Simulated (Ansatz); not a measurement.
Born–Oppenheimer molecular dynamics of C2H10O3Si2 (17 atoms, charge 0, multiplicity 1). It starts from a relaxed structure.

Computed with Ansatz 0.2.0, RKS PBE/6-31G*.

| Property | Result |
| --- | --- |
| ensemble | NVT, Nosé–Hoover chain |
| time step | 0.5 fs |
| steps asked | 300 |
| set temperature | 1000 K |
| thermostat | time constant 100 fs, chain length 3 (defaults) |
| seed | 574100 |

First frame:

```xyz
17
Properties=species:S:1:pos:R:3
Si -0.493 -0.444 -0.123
O -0.981 -0.707 1.450
Si -0.664 0.006 2.930
H -1.673 -0.511 3.910
H 0.713 -0.351 3.413
H -0.770 1.503 2.856
O 1.085 0.035 -0.247
C 2.194 -0.849 -0.045
H 2.040 -1.813 -0.561
H 3.091 -0.360 -0.458
H 2.360 -1.039 1.031
H -1.288 0.672 -0.706
O -0.664 -1.877 -0.943
C -1.776 -2.757 -0.764
H -1.964 -2.962 0.305
H -2.696 -2.339 -1.215
H -1.540 -3.706 -1.273
```

Problem. How far do the bonds stretch over the last three quarters of this one trajectory? (Pairs bonded in most of those frames.)

Solution. 
| bond | mean (Å) | spread (Å) | shortest | longest |
| --- | --- | --- | --- | --- |
| Si1–O2 | 1.673 | 0.060 | 1.58 | 1.81 |
| Si1–O7 | 1.661 | 0.051 | 1.57 | 1.76 |
| Si1–H12 | 1.489 | 0.016 | 1.45 | 1.52 |
| Si1–O13 | 1.660 | 0.038 | 1.59 | 1.73 |
| O2–Si3 | 1.677 | 0.048 | 1.56 | 1.76 |
| Si3–H4 | 1.514 | 0.043 | 1.44 | 1.59 |
| Si3–H5 | 1.518 | 0.035 | 1.45 | 1.59 |
| Si3–H6 | 1.508 | 0.040 | 1.44 | 1.57 |
| O7–C8 | 1.449 | 0.082 | 1.31 | 1.59 |
| C8–H9 | 1.116 | 0.041 | 1.03 | 1.20 |
| C8–H10 | 1.108 | 0.023 | 1.06 | 1.15 |
| C8–H11 | 1.109 | 0.019 | 1.07 | 1.15 |
| O13–C14 | 1.439 | 0.050 | 1.34 | 1.52 |
| C14–H15 | 1.106 | 0.023 | 1.06 | 1.16 |
| C14–H16 | 1.117 | 0.059 | 1.00 | 1.23 |
| C14–H17 | 1.122 | 0.070 | 1.01 | 1.22 |

Mean temperature of the second half: 671 K. The conserved energy stayed within 0.58 meV per atom of its start (net change 0.46 meV per atom), so the integration is sound. The mean temperature of the second half is 33 % below the set value. A run of 0.15 ps of so small a system gives no equilibrium averages.

The run took 8.6 min on 4 threads of AMD EPYC 7B13 (Zen 3) (shared host), peak memory 0.23 GiB.
